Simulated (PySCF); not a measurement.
C₂H₄N, SMILES CC#[NH+], charge +1. Atoms are numbered in the order given.

```xyz
7

C      0.0000     0.0000    -1.2658
C      0.0000     0.0000     0.1678
N      0.0000     0.0000     1.3058
H     -0.8952     0.5168    -1.6225
H      0.0000    -1.0337    -1.6225
H      0.8952     0.5168    -1.6225
H      0.0000     0.0000     2.3152
```
Charge +1, spin multiplicity 1.

Geometry optimised at B3LYP-D3(BJ)/def2-TZVP. The isomer is the one that the SMILES or the coordinates give; other isomers of the formula were not compared.

Method: TDA-M06-2X/def2-SVPD in PySCF.

Vertical excitations; the highest root listed may be one member of a degenerate set. Isolated molecule, no solvent. State labels are in the subgroup Cs.

| state | symmetry | energy (eV) | λ (nm) | f | main pairs |
|---|---|---|---|---|---|
| S1 | A" | 7.75 | 160 | 0.000 | HOMO−1→LUMO 41 %, HOMO→LUMO+1 41 %, HOMO−2→LUMO+1 8 %, HOMO−3→LUMO 8 % |
| S2 | A" | 8.68 | 143 | 0.004 | HOMO→LUMO+1, HOMO−1→LUMO (degenerate set) |
| S3 | A' | 8.68 | 143 | 0.004 | HOMO→LUMO, HOMO−1→LUMO+1 (degenerate set) |
| S4 | A" | 10.72 | 116 | 0.000 | HOMO−3→LUMO 41 %, HOMO−2→LUMO+1 41 %, HOMO−1→LUMO 9 %, HOMO→LUMO+1 9 % |
| S5 | A" | 11.26 | 110 | 0.007 | HOMO−2→LUMO+1, HOMO−3→LUMO (degenerate set) |
| S6 | A' | 11.26 | 110 | 0.007 | HOMO−2→LUMO, HOMO−3→LUMO+1 (degenerate set) |
| S7 | A' | 11.32 | 110 | 0.990 | HOMO−1→LUMO+1 37 %, HOMO→LUMO 37 %, HOMO−3→LUMO+1 10 %, HOMO−2→LUMO 10 % |
| S8 | A' | 11.56 | 107 | 0.004 | HOMO→LUMO+2 (degenerate set) |
| S9 | A" | 11.56 | 107 | 0.004 | HOMO−1→LUMO+2 (degenerate set) |
| S10 | A" | 12.22 | 101 | 0.006 | HOMO−4→LUMO+1 76 %, HOMO−1→LUMO+3 12 % |
| T1 | A' | 7.09 | 175 | 0 | HOMO→LUMO 39 %, HOMO−1→LUMO+1 39 %, HOMO−2→LUMO 10 %, HOMO−3→LUMO+1 10 % |
| T2 | A" | 7.75 | 160 | 0 | HOMO−1→LUMO 41 %, HOMO→LUMO+1 41 %, HOMO−3→LUMO 8 %, HOMO−2→LUMO+1 8 % |
| T3 | A" | 8.00 | 155 | 0 | HOMO→LUMO+1, HOMO−1→LUMO (degenerate set) |
| T4 | A' | 8.00 | 155 | 0 | HOMO−1→LUMO+1, HOMO→LUMO (degenerate set) |
Triplets are in the Tamm–Dancoff approximation.
